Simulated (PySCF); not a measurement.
Computed properties of Bi(H)2(Me) (CH5Bi), SMILES [CH3][BiH2]

CH5Bi, SMILES [CH3][BiH2]. The structure is a stationary point at r2SCAN-D4/def2-TZVP. The def2 effective core potentials stand for the cores of Bi; spin–orbit coupling is left out. The values are those of a single conformer. All values are computed for the isolated molecule unless a solvent is named; none is compared with measurement here.

**Structure.** The optimised structure has Cs symmetry. All 15 harmonic modes at r2SCAN-D4/def2-TZVP (PySCF) are real, so it is a minimum.

**Vibrations.** The strongest infrared lines (harmonic, unscaled, degenerate partners summed) lie at 1802 cm⁻¹ (259 km/mol, H 100 %), 1795 cm⁻¹ (240 km/mol, H 100 %), 793 cm⁻¹ (31 km/mol, H 86 %, C 14 %). The softest mode is at 133 cm⁻¹ and the zero-point energy is 30.2 kcal/mol.

**Electronic structure.** M06-2X/def2-TZVPD (PySCF) places the frontier levels at -8.31 and 0.07 eV, a gap of 8.38 eV, and gives a dipole moment of 1.08 D and a mean polarisability of 65.6 bohr³.

**Excitations.** TDDFT-B3LYP/def2-SVPD (PySCF) has S1 at 5.68 eV (218 nm, f = 0.071, bright); the most intense of the 10 singlets computed lies at 7.38 eV (f = 0.36). T1 (TDA) is at 4.86 eV. No vertical singlet excitation falls in the visible range (under 3.1 eV).
